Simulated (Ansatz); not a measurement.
Ge4H5. The state is a doublet with charge 0. Geometry r2SCAN-D4/def2-SVP; atoms count from 1.

```tsv
atom	x (Å)	y (Å)	z (Å)
Ge1	-1.7520	1.0306	0.6290
Ge2	0.6531	-1.5581	-0.0025
Ge3	0.4825	0.4227	1.3983
Ge4	-0.8033	-0.1120	-1.3071
H5	-2.1357	2.5299	0.5152
H6	-0.0613	-2.7839	0.5793
H7	0.1635	0.9423	-1.9475
H8	1.4287	1.4683	0.7142
H9	2.0245	-1.9397	-0.5790
```

Another isomer (doublet) lies 0.12 eV lower at PBE0-D4/def2-TZVP; other spin states weren't run for this one.

Estimate the Mulliken populations from the PBE0/def2-TZVP orbitals of Ansatz.


| atom | charge (e) | spin (α − β) |
| --- | --- | --- |
| Ge1 | 0.02 | 0.83 |
| Ge2 | 0.01 | -0.01 |
| Ge3 | -0.10 | 0.01 |
| Ge4 | -0.10 | 0.01 |
| H5 | 0.03 | 0.05 |
| H6 | 0.03 | 0.00 |
| H7 | 0.04 | 0.05 |
| H8 | 0.04 | 0.05 |
| H9 | 0.03 | 0.01 |
Mulliken values depend strongly on the basis.

Where does the spin sit?

Summed by element: Ge 0.85, H 0.15, of 1 unpaired in all. Largest on single atoms: Ge1 0.83, H5 0.05, H7 0.05.

And the Mayer bond orders between heavy atoms (over 0.3)?

Ge1–Ge3 0.90 (2.44 Å); Ge1–Ge4 0.90 (2.44 Å); Ge2–Ge3 0.88 (2.43 Å); Ge2–Ge4 0.88 (2.43 Å); Ge3–Ge4 0.55 (3.04 Å).
